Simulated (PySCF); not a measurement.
## Spin-rotation constants: SMILES COc1pc(C#N)cs1, C$_{5}$H$_{4}$NOPS

Cartesian coordinates in Å; atom numbers follow the order of the lines, from 1:
```xyz
13

C     2.7269    0.0719    0.0141
O     1.7670   -0.9209    0.2875
C     0.4929   -0.5760    0.0370
P    -0.0666    0.9361   -0.5748
C    -1.7651    0.3815   -0.5317
C    -2.8016    1.2368   -0.9458
N    -3.6335    1.9493   -1.2858
C    -2.0129   -0.8825   -0.0892
S    -0.6639   -1.8241    0.3878
H     3.6927   -0.3565    0.2725
H     2.7074    0.3487   -1.0457
H     2.5394    0.9687    0.6146
H    -2.9872   -1.3324   -0.0196
```

Method used: PySCF, GIAO BHandHLYP/pcSseg-1 magnetisability, rotational g tensor and spin-rotation constants, non-relativistic, gas phase. Geometry: GFN2-xTB.

Question: Give the nuclear spin-rotation constants along the inertial axes (H = +C I·J) beside the isotropic shieldings.

Answer: Rotational constants 2.3968, 0.8570, 0.6338 GHz. A star marks the isotopologue with that one atom substituted, in its own axes.
| atom | isotope | Caa (kHz) | Cbb (kHz) | Ccc (kHz) | mean (kHz) | σ (ppm) |
| --- | --- | --- | --- | --- | --- | --- |
| P4 | 31P | 5.952 | 1.724 | 0.833 | 2.836 | 175.9 |
| N7 | 14N | 0.165 | 0.172 | 0.149 | 0.162 | -55.9 |
| H10 | 1H | 0.156 | -0.097 | -0.066 | -0.002 | 27.3 |
| H11 | 1H | -0.195 | -0.064 | -0.006 | -0.088 | 28.0 |
| H12 | 1H | -0.193 | -0.063 | -0.007 | -0.087 | 28.0 |
| H13 | 1H | 0.001 | 0.009 | -0.073 | -0.021 | 24.1 |
| C1 | 13C* | 0.557 | 0.131 | 0.148 | 0.279 | 124.1 |
| O2 | 17O* | -0.422 | -0.259 | -0.029 | -0.237 | 182.3 |
| C3 | 13C* | 1.470 | 0.463 | 0.168 | 0.701 | -49.8 |
| C5 | 13C* | 1.158 | 0.272 | 0.090 | 0.507 | 55.2 |
| C6 | 13C* | 0.065 | 0.346 | 0.290 | 0.234 | 65.9 |
| C8 | 13C* | 1.167 | 0.316 | 0.101 | 0.528 | 38.4 |
| S9 | 33S* | 1.067 | 0.333 | 0.209 | 0.536 | 214.7 |

For the geometry as given, no vibrational averaging.
